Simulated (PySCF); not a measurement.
## Sb²²⁺: ionisation energy

Sb²²⁺ [Ar] 3d10 4s1 (2S) → Sb²³⁺ [Ar] 3d10 (1S), as a difference of total energies. All numbers are calculated (PySCF 2.14, scalar relativity by spin-free X2C-1e, in an uncontracted even-tempered set (20 s from 1.3 bohr⁻², ratio 2.5; 14 p from 1.6 bohr⁻², ratio 2.5; 8 d from 2.9 bohr⁻², ratio 2.5; 5 f from 8.4 bohr⁻², ratio 2.7; 4 g from 13 bohr⁻², ratio 2.7)). Correlated levels: outer shells: [Ne] frozen; virtual orbitals above 40 to 60 times the deepest correlated orbital energy dropped. The calculations carry no spin-orbit coupling.

```csv
method,ionisation energy (eV)
UHF,691.73
LDA,696.36
PBE,696.54
PBE0,695.48
r2SCAN,693.65
B2PLYP,695.03
PBEsol,695.71
MP2 (outer shells),693.05
SCS-MP2 (outer shells),692.78
```

Q: How much does correlation contribute at MP2 (outer shells)?

A: 693.05 − (691.73) = 1.32 eV, measured against UHF.

Breit and QED terms and the two-electron picture change are absent.

For comparison: 693.26 ± 0.24 eV (semi-empirical (NIST evaluation); NIST Atomic Spectra Database, ionization energies).
